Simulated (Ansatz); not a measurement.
Job for Ansatz (a quantum-chemistry and plane-wave program): R-MP2/aug-cc-pVTZ on BFHO (SMILES [OH+]=BF), atoms moved off the minimum. Charge +1.

Ansatz 0.2 input:
```yaml
crystal:
  periodic: [false, false, false]
  atoms:
    - {symbol: O, position_ang: [-1.27242309, 0.17387369, 0.20080336]}
    - {symbol: B, position_ang: [0.05046688, 0.02200327, 0.02912447]}
    - {symbol: F, position_ang: [1.18841849, 0.07783846, -0.32164001]}
    - {symbol: H, position_ang: [-1.88727809, -0.21185925, 0.86618408]}
basis:
  gaussian:
    orbitals: aug-cc-pVTZ
total_charge: 1
magnetization: {spin_polarized: false}
correlation: {method: mp2, electrons: outside_noble_gas}
scf: {lower_state_search: off}
output: {forces: true}
```

Program output:

```
Functional definition: HF
[...]
these checks for a lower state are left out or cut short: starts, cluster_reference, orbital_swaps, neighbouring_geometries, increment
integrals: 0.17 GiB planned
972 factors; integrals over basis functions are off by at most 8.9e-4 eV
mean field: 0.32 GiB planned
mean field evaluation 1: about -5420.2981 eV, gradient 6.7e1 eV
mean field evaluation 2: about -5420.2982 eV, gradient 6.7e1 eV
mean field evaluation 4: about -5426.5143 eV, gradient 2.3e0 eV
mean field evaluation 8: about -5426.5309 eV, gradient 3.5e-4 eV
mean field -5426.53086791 eV, -199.4213311609 hartree, gradient 2.8e-6 eV, S^2 0.000000; 0 other end points of the search recorded, 0 dependent functions left out
3 core orbitals not correlated
reference -5426.53086791 eV, -199.4213311609 hartree; 8, 8 occupied and 150, 150 virtual orbitals, 972 factors
densities: 0.36 GiB planned
second order -15.46825197 eV of doubles, -0.00000000 eV of singles
the calculation of the forces begins
Total energy: -5441.99911987 eV, -199.9897789359 hartree
Atom 0 at    -1.272423     0.173874     0.200803 Å, force     3.856919    -0.617329    -0.315852 eV/Å
Atom 1 at     0.050467     0.022003     0.029124 Å, force    -7.959755     0.546763     1.513361 eV/Å
Atom 2 at     1.188418     0.077838    -0.321640 Å, force     3.595798    -0.003893    -0.947106 eV/Å
Atom 3 at    -1.887278    -0.211859     0.866184 Å, force     0.507038     0.074458    -0.250403 eV/Å
Dipole moment:    -0.308449    -0.228565     0.359848 e Å
Checks for a lower state left out: starts, cluster_reference, orbital_swaps, neighbouring_geometries, increment
```

The calculation finished and met its thresholds.

Cost: about 6 core-seconds (a rough figure).
